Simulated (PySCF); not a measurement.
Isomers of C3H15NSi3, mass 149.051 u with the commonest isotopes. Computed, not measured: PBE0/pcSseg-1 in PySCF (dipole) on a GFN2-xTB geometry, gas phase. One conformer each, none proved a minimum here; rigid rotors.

Question: Order these by rotational constant B, largest first.
A. `[CH3:1][Si@H:2]([CH2:3][SiH3:4])[Si@@H:5]([CH3:6])[NH2:7]` with C1–Si2–C3–Si4 -67°, C1–Si2–Si5–C6 -73°, Si2–Si5–N7–H 54° and -167°
B. `[SiH3:1][NH:2][CH2:3][CH2:4][CH:5]([SiH3:6])[SiH3:7]` with Si1–N2–C3–C4 -80°, N2–C3–C4–C5 -175°, C3–C4–C5–Si6 -61°
C. `[CH3:1][NH:2][SiH2:3][CH2:4][CH:5]([SiH3:6])[SiH3:7]` with C1–N2–Si3–C4 55°, N2–Si3–C4–C5 48°, Si3–C4–C5–Si6 -161°
D. `[CH3:1][CH:2]([CH3:3])[Si:4]([NH2:5])([SiH3:6])[SiH3:7]` with C1–C2–Si4–N5 -176°, C2–Si4–N5–H 49° and -174°
E. `[CH3:1][SiH2:2][CH:3]([NH:4][SiH3:5])[SiH2:6][CH3:7]` with C1–Si2–C3–N4 54°, Si2–C3–N4–Si5 -136°, Si2–C3–Si6–C7 61°

Answer: D (1116 MHz), E (1042 MHz), A (833.3 MHz), C (808.0 MHz), B (584.3 MHz).

Question: Order these by radius of gyration √(Σ m r²/M), smallest first.
A. `[CH3:1][Si@H:2]([CH2:3][SiH3:4])[Si@@H:5]([CH3:6])[NH2:7]` with C1–Si2–C3–Si4 -67°, C1–Si2–Si5–C6 -73°, Si2–Si5–N7–H 54° and -167°
B. `[CH3:1][NH:2][SiH:3]([SiH2:4][CH3:5])[SiH2:6][CH3:7]` with C1–N2–Si3–Si4 -67°, N2–Si3–Si4–C5 -167°, N2–Si3–Si6–C7 177°
C. `[SiH3:1][NH:2][CH2:3][CH2:4][CH:5]([SiH3:6])[SiH3:7]` with Si1–N2–C3–C4 -80°, N2–C3–C4–C5 -175°, C3–C4–C5–Si6 -61°
D. `[CH3:1][CH:2]([CH3:3])[Si:4]([NH2:5])([SiH3:6])[SiH3:7]` with C1–C2–Si4–N5 -176°, C2–Si4–N5–H 49° and -174°
E. `[CH3:1][SiH2:2][CH:3]([NH:4][SiH3:5])[SiH2:6][CH3:7]` with C1–Si2–C3–N4 54°, Si2–C3–N4–Si5 -136°, Si2–C3–Si6–C7 61°

Answer: D (2.176 Å), A (2.306 Å), B (2.337 Å), E (2.364 Å), C (2.633 Å).

Question: Order these by dipole moment, largest first.
A. `[CH3:1][NH:2][SiH2:3][CH2:4][CH:5]([SiH3:6])[SiH3:7]` with C1–N2–Si3–C4 55°, N2–Si3–C4–C5 48°, Si3–C4–C5–Si6 -161°
B. `[CH3:1][NH:2][SiH:3]([SiH2:4][CH3:5])[SiH2:6][CH3:7]` with C1–N2–Si3–Si4 -67°, N2–Si3–Si4–C5 -167°, N2–Si3–Si6–C7 177°
C. `[SiH3:1][NH:2][CH2:3][CH2:4][CH:5]([SiH3:6])[SiH3:7]` with Si1–N2–C3–C4 -80°, N2–C3–C4–C5 -175°, C3–C4–C5–Si6 -61°
D. `[CH3:1][CH:2]([CH3:3])[Si:4]([NH2:5])([SiH3:6])[SiH3:7]` with C1–C2–Si4–N5 -176°, C2–Si4–N5–H 49° and -174°

Answer: A (1.66 D), D (1.48 D), C (1.12 D), B (0.53 D).

| SMILES | point group | Ia (u·Å²) | Ib (u·Å²) | Ic (u·Å²) | κ | μa (D) | μb (D) | μc (D) |
| --- | --- | --- | --- | --- | --- | --- | --- | --- |
| CC(C)[Si](N)([SiH3])[SiH3] | C1 | 388.32 | 452.70 | 571.03 | 0.11 | 0.13 | 0.58 | 1.36 |
| CN[SiH]([SiH2]C)[SiH2]C | C1 | 406.40 | 452.05 | 769.70 | 0.57 | 0.28 | 0.43 | 0.13 |
| CN[SiH2]CC([SiH3])[SiH3] | C1 | 284.89 | 625.47 | 750.36 | -0.76 | 1.45 | 0.67 | 0.46 |
| C[SiH2]C(N[SiH3])[SiH2]C | C1 | 382.02 | 484.80 | 799.61 | 0.19 | 0.33 | 0.20 | 0.16 |
| [SiH3]NCCC([SiH3])[SiH3] | C1 | 223.79 | 864.91 | 977.74 | -0.92 | 0.20 | 0.76 | 0.81 |
| C[Si@H](C[SiH3])[Si@@H](C)N | C1 | 268.32 | 606.51 | 710.00 | -0.79 | 0.13 | 0.41 | 0.26 |
